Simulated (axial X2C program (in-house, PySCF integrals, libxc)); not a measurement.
## AsH: nuclear properties from DFT to coupled cluster

Computed with an axial X2C code built on PySCF integrals: two-component X2C with atomic mean-field Coulomb and Gaunt terms, Gaussian nuclei, basis As dyall-acv3z, H dyall-av3z with contracted cores.

R = 1.529 Å (near the PBE0 minimum at charge 0 of the determinant lowest at the starting distance; the state shown can have its own minimum elsewhere); state Ω = 1 (⟨Sz⟩ = 1.00, ⟨Lz⟩ = 0.00 at PBE0).

```
level  Eeff magnitude (GV/cm)  Ws magnitude As (kHz)  A∥/gI As (MHz)  qzz As (a.u.)  A∥/gI H (MHz)  μ (D)
 PBE0                   0.344                  0.138            -470          -1.48          -6.33   0.13
   HF                   0.791                  0.326            -331          -1.30          -8.75   0.21
B3LYP                   0.197                 0.0755            -422          -1.39           -4.8   0.06
```

Eeff is the effective electric field on the electron electric dipole moment in this Ω state and Ws the scalar–pseudoscalar constant of the nucleus named (defined with the proton number Z and per Ω); A∥ (defined per Ω) follows by multiplying with gI = μI/(I μN); qzz is the electric field gradient, eQq0 = 234.96 MHz × Q/barn × qzz; μ is positive if the H end (last atom) is positive. The operators were transformed with the bare-nucleus X2C matrices; with these basis sets, hyperfine constants and field gradients can be off by tens of per cent, and where levels differ in sign neither size nor sign is settled.

Finite-field MP2, CCSD and CCSD(T), with 16 electrons correlated in 130 natural virtual spinors (MP2 remainder added):

| level | Eeff magnitude (GV/cm) | Ws magnitude As (kHz) | A∥/gI As (MHz) | qzz As (a.u.) | A∥/gI H (MHz) | μ (D) |
| --- | --- | --- | --- | --- | --- | --- |
| MP2 | 0.203 | 0.0742 | -387 | -1.37 | -11 | 0.12 |
| CCSD | 0.259 | 0.0988 | -300 | -1.33 | -7.27 | 0.14 |
| CCSD(T) | 0.213 | 0.0794 | -287 | -1.35 | -7.31 | 0.13 |

T1 = 0.011 (Lee–Taylor). One unrestricted determinant, the lowest of a limited PBE0 search, is the reference; the functionals treat spin collinearly. With several open shells it need not be a pure state. Eeff spreads by more than a factor of two over the levels. Correlation of the inner shells is missing, which matters for properties at the nucleus. Number of frozen shells: As 3 s, 2 p; H none.

Problem. By how much does correlation change each value, CCSD(T) against HF?

Solution. Eeff magnitude -73 %; Ws magnitude As -76 %; A∥/gI As -13 %; qzz As 4 %; A∥/gI H -16 %; μ -38 %.
